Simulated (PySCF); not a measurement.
C₃H₆Cl₂Si, SMILES C[Si](C=C)(Cl)Cl, B3LYP/def2-SVP optimised geometry.

```
12

C      1.69     0.47     0.01
C      0.95    -0.65     0.00
Si    -0.91    -0.65     0.00
C     -1.69     1.05     0.00
Cl    -1.57    -1.70     1.68
Cl    -1.57    -1.70    -1.68
H      1.25     1.47     0.01
H      2.79     0.43     0.01
H      1.45    -1.62     0.00
H     -2.79     0.96     0.00
H     -1.39     1.62     0.90
H     -1.39     1.62    -0.89
```

Density from B3LYP/def2-TZVP run with PySCF at that geometry.

Minimum of the electron density along straight lines between bonded atoms, close to the bond critical point (lines longer than 1.1 times the sum of covalent radii, or with two minima, are not listed):

```json
[
 {"bond": "C1–C2", "length / Å": "1.340", "ρ at the minimum / e bohr⁻³": "___", "∇²ρ there / e bohr⁻⁵": "-1.04", "position (fraction from the first atom)": "0.51"},
 {"bond": "C2–Si3", "length / Å": "1.860", "ρ at the minimum / e bohr⁻³": "0.128", "∇²ρ there / e bohr⁻⁵": "0.17", "position (fraction from the first atom)": "0.61"},
 {"bond": "Si3–C4", "length / Å": "1.866", "ρ at the minimum / e bohr⁻³": "0.128", "∇²ρ there / e bohr⁻⁵": "___", "position (fraction from the first atom)": "0.39"},
 {"bond": "Si3–Cl5", "length / Å": "2.086", "ρ at the minimum / e bohr⁻³": "0.096", "∇²ρ there / e bohr⁻⁵": "0.18", "position (fraction from the first atom)": "0.36"},
 {"bond": "Si3–Cl6", "length / Å": "2.086", "ρ at the minimum / e bohr⁻³": "0.096", "∇²ρ there / e bohr⁻⁵": "0.18", "position (fraction from the first atom)": "0.36"},
 {"bond": "C1–H7", "length / Å": "1.096", "ρ at the minimum / e bohr⁻³": "0.280", "∇²ρ there / e bohr⁻⁵": "-0.98", "position (fraction from the first atom)": "0.65"},
 {"bond": "C1–H8", "length / Å": "1.096", "ρ at the minimum / e bohr⁻³": "0.279", "∇²ρ there / e bohr⁻⁵": "-0.98", "position (fraction from the first atom)": "0.65"},
 {"bond": "C2–H9", "length / Å": "1.098", "ρ at the minimum / e bohr⁻³": "0.275", "∇²ρ there / e bohr⁻⁵": "-0.94", "position (fraction from the first atom)": "0.65"},
 {"bond": "C4–H10", "length / Å": "1.101", "ρ at the minimum / e bohr⁻³": "0.269", "∇²ρ there / e bohr⁻⁵": "-0.89", "position (fraction from the first atom)": "0.64"},
 {"bond": "C4–H11", "length / Å": "1.102", "ρ at the minimum / e bohr⁻³": "0.268", "∇²ρ there / e bohr⁻⁵": "-0.88", "position (fraction from the first atom)": "0.64"},
 {"bond": "C4–H12", "length / Å": "1.102", "ρ at the minimum / e bohr⁻³": "0.268", "∇²ρ there / e bohr⁻⁵": "-0.88", "position (fraction from the first atom)": "0.64"}
]
```

Question: What belongs in the gaps?

Answer: 
- C1–C2, ρ at the minimum / e bohr⁻³: 0.346
- Si3–C4, ∇²ρ there / e bohr⁻⁵: 0.15
